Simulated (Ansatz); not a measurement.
The cluster Li₃S⁺ was relaxed with B3LYP-D4 (def2-TZVP) in Ansatz in these states: charge +1 quintet, charge +1 singlet, charge +1 triplet. The geometries follow in no particular order.

A:

| atom | x (Å) | y (Å) | z (Å) |
| --- | --- | --- | --- |
| Li1 | 0.427 | -2.099 | 0.290 |
| Li2 | -2.034 | 0.719 | 0.142 |
| Li3 | 1.606 | 1.381 | -0.431 |
| S4 | 0.000 | 0.000 | -0.001 |

B:

| atom | x (Å) | y (Å) | z (Å) |
| --- | --- | --- | --- |
| Li1 | -1.704 | -0.117 | -0.107 |
| Li2 | -5.211 | -0.512 | -0.256 |
| Li3 | 1.895 | 0.229 | 0.074 |
| S4 | 5.020 | 0.399 | 0.289 |

C:

```xyz
4

Li   -2.545    0.940    0.332
Li    1.047   -1.846    0.218
Li    1.901    0.758   -0.602
S    -0.403    0.149    0.052
```

Task: Judge from the bond lengths which geometry belongs to which state (an estimate).

Result: A is the charge +1 singlet (Li2–S4 2.162 Å, Li1–S4 2.162 Å, Li3–S4 2.162 Å); B is the charge +1 quintet (Li2–S4 10.286 Å, Li1–S4 6.756 Å, Li3–S4 3.137 Å); C is the charge +1 triplet (Li2–S4 2.471 Å, Li1–S4 2.301 Å, Li3–S4 2.471 Å).

The charge +1 quintet has come apart into loosely held pieces.
